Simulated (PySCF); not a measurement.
C₅H₆F₃N₃.
Geometry (GFN2-xTB, Å), atoms numbered from 1 in this order:
```
atom  x, y, z in Å
C1     3.0324    0.0686    0.5999
C2     1.7055   -0.0532   -0.0528
C3     0.4890    0.4937    0.2962
N4    -0.3669    0.0471   -0.6597
C5    -1.7696    0.2886   -0.8014
C6    -2.5722   -0.3394    0.3404
F7    -3.8847   -0.1475    0.1585
F8    -2.3741   -1.6530    0.4486
F9    -2.2645    0.2017    1.5278
N10    0.2921   -0.7203   -1.5299
N11    1.5124   -0.7796   -1.1777
H12    2.9982   -0.3392    1.6089
H13    3.3328    1.1134    0.6634
H14    3.7655   -0.4815    0.0175
H15    0.1808    1.1232    1.1032
H16   -1.9926    1.3616   -0.8127
H17   -2.0912   -0.1722   -1.7402
```

Computed at PBE0/pcSseg-1 (PySCF, non-relativistic), with Q(14N) = 0.02044 b: N4, 14N (I = 1): χzz = -3.253 MHz, η = 0.269; N10, 14N (I = 1): χzz = -4.982 MHz, η = 0.663; N11, 14N (I = 1): χzz = -5.148 MHz, η = 0.049.

Question: Where would the pure quadrupole (NQR) lines of 14N at N4 fall for the rigid, isolated species?

Answer: From ν± = (3/4)|χ|(1 ± η/3) and ν0 = |χ|η/2: ν+ 2.658 MHz, ν− 2.221 MHz, ν0 0.437 MHz (pyrrole-type nitrogen).

Question: Find the zero-field quadrupole resonance frequencies of 14N at N10.

Answer: From ν± = (3/4)|χ|(1 ± η/3) and ν0 = |χ|η/2: ν+ 4.563 MHz, ν− 2.910 MHz, ν0 1.653 MHz (pyridine-type nitrogen).

Question: Find the zero-field quadrupole resonance frequencies of 14N at N11.

Answer: From ν± = (3/4)|χ|(1 ± η/3) and ν0 = |χ|η/2: ν+ 3.923 MHz, ν− 3.798 MHz, ν0 0.125 MHz (pyridine-type nitrogen).

In a crystal, neighbours and librations shift these lines. GFN2-xTB bond lengths can be off by several hundredths of an ångström, more for odd bonds, and the gradients follow them. The small basis limits the accuracy of the gradients.

One conformer stands for the species.
